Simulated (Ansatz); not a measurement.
A nudged elastic band was laid between two geometries of AlH$_{6}$NO$_{2}$S (11 atoms, charge 0, multiplicity 1).

Level of theory: Ansatz 0.2.0, RKS B3LYP/def2-mTZVP.

```json
{
 "movable images": "7",
 "climbing image": "yes",
 "spring": "5.0 eV/Å²",
 "optimiser": "quadratic models (default)",
 "start path": "through a guess of the saddle point",
 "force threshold": "0.05 eV/Å",
 "iteration limit": "60",
 "end points": "relaxed"
}
```

Initial state:

```xyz
11
Properties=species:S:1:pos:R:3
Al -0.077 -0.050 0.377
N -0.170 -0.431 2.122
H -1.021 -0.666 2.614
H 0.633 -0.688 2.680
O 1.531 -0.018 -0.234
H 1.715 -0.068 -1.176
O -1.451 -0.284 -0.641
H -1.974 -1.091 -0.625
S -0.408 2.539 0.263
H -1.518 2.639 1.029
H 0.420 2.837 1.291
```

Final state:

```xyz
11
Properties=species:S:1:pos:R:3
Al -0.176 0.438 0.187
N 0.075 0.128 2.170
H -0.741 -0.346 2.553
H 0.890 -0.467 2.313
O 1.358 -0.193 -0.299
H 1.831 0.127 -1.072
O -1.628 -0.498 0.097
H -2.034 -0.773 -0.729
S -0.382 2.649 -0.129
H -1.736 2.663 -0.083
H 0.220 0.991 2.691
```

Task: What changes between the two ends?

Result: Bonds broken: S9–H11. Bonds formed: N2–H11.

Task: What energy profile does the band end with?

Result: The forces met the threshold. The highest image is number 4 of 0 to 8, 0.169 eV above the first end and 1.476 eV above the last; the last end lies 1.307 eV below the first. A vibrational analysis at the climbing image gives one clearly imaginary mode, 571i cm⁻¹: a first-order saddle point. The orbitals stay closed-shell, which can raise the energy where a bond breaks towards radicals; this wasn't checked here.

```
image  path coordinate (Å)  energy (eV)  S9–H11 (Å)  N2–H11 (Å)
    0                 0.00        0.000        1.35        3.42
    1                 0.63        0.004        1.35        3.25
    2                 1.25        0.016        1.35        2.92
    3                 1.88        0.066        1.36        2.31
    4                 2.51        0.169        1.50        1.63
    5                 3.05       -0.677        2.03        1.11
    6                 3.58       -1.161        2.61        1.02
    7                 4.11       -1.279        3.04        1.02
    8                 4.65       -1.307        3.33        1.02
```

Task: What is the geometry of the highest image?

Result: 
```xyz
11
Properties=species:S:1:pos:R:3:forces:R:3
Al -0.089 0.021 0.304 0.00 0.00 0.00
N -0.041 0.059 2.163 0.00 0.00 0.00
H -0.820 -0.322 2.690 0.00 0.00 0.00
H 0.819 -0.186 2.644 0.00 0.00 0.00
O 1.437 -0.336 -0.381 0.00 0.00 0.00
H 1.718 -0.109 -1.271 0.00 0.00 0.00
O -1.632 -0.430 -0.286 0.00 0.00 0.00
H -1.805 -0.753 -1.174 0.00 0.00 0.00
S -0.207 2.544 0.603 0.00 0.00 0.00
H -1.560 2.583 0.612 0.00 0.00 0.00
H -0.142 1.646 1.797 0.00 0.00 0.00
```

Task: What are the harmonic wavenumbers there?

Result: 571i, 98, 150, 155, 167, 209, 239, 283, 308, 476, 487, 530, 625, 628, 647, 705, 742, 828, 908, 1310, 1462, 1615, 2648, 3509, 3592, 3900, 3903 cm⁻¹.

The run took 9.6 min on 4 threads of Arm Neoverse V1 (shared host), peak memory 0.34 GiB.
